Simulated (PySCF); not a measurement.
B(H)2(vinyl) (C2H5B), SMILES BC=C. Geometry: B3LYP-D3(BJ)/def2-TZVP.

The numbers are results of B3LYP-D3(BJ)/def2-TZVP run with PySCF 2.14.0, not measurements.

Harmonic wavenumbers (cm⁻¹): 211, 374, 551, 847, 941, 1028, 1041, 1059, 1115, 1255, 1327, 1457, 1648, 2578, 2653, 3115, 3124, 3200. Rotational constants (GHz): 48.96, 10.25, 8.477; symmetry number 1.

**Question.** Work out the zero-point energy and the ideal-gas rigid-rotor harmonic-oscillator thermochemistry at 298.15 K and 1 atm.

**Answer.** ZPE = ½ Σ hcν = ½ × 27522 cm⁻¹ = 39.34 kcal/mol. H − E(el) = 42.55 kcal/mol. Entropy in cal/(mol K): translation 36.98, rotation 21.85, vibration 4.31, total 63.14. G − E(el) = 23.73 kcal/mol. Cp = 15.17 cal/(mol K).
